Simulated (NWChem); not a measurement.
Molecule: C2H4O3Si; SMILES O=C1[SiH2]OCO1

```xyz
10

O     -0.2741     2.2255     0.0000
C     -0.0468     1.0397     0.0000
O      1.2480     0.5525     0.0000
C      1.3919    -0.8748     0.0000
O      0.1605    -1.5570     0.0000
Si    -1.1815    -0.5226     0.0000
H      1.9747    -1.1470    -0.9087
H      1.9747    -1.1470     0.9087
H     -2.0189    -0.6712     1.2334
H     -2.0189    -0.6712    -1.2334
```
Atoms are numbered in this order, from 1.

All runs: NWChem. Coordinates come from a PBE-D3(BJ)/def2-SVP optimisation. Atomic charges in e: unrestrained fits to the electrostatic potential beside Mulliken populations; buried atoms are poorly determined by the fit.

**Question.** What does the run give for B3LYP/def2-SVP? Quantities: ESP O1; Mulliken O1; ESP C2; Mulliken C2; ESP O3; Mulliken O3; ESP C4; Mulliken C4; ESP O5; Mulliken O5; relative RMS misfit of the potential (%).

**Answer.** 
```json
{
 "ESP O1": "-0.46",
 "Mulliken O1": "-0.20",
 "ESP C2": "0.47",
 "Mulliken C2": "0.06",
 "ESP O3": "-0.38",
 "Mulliken O3": "-0.31",
 "ESP C4": "0.49",
 "Mulliken C4": "0.40",
 "ESP O5": "-0.48",
 "Mulliken O5": "-0.48",
 "relative RMS misfit of the potential (%)": "24"
}
```
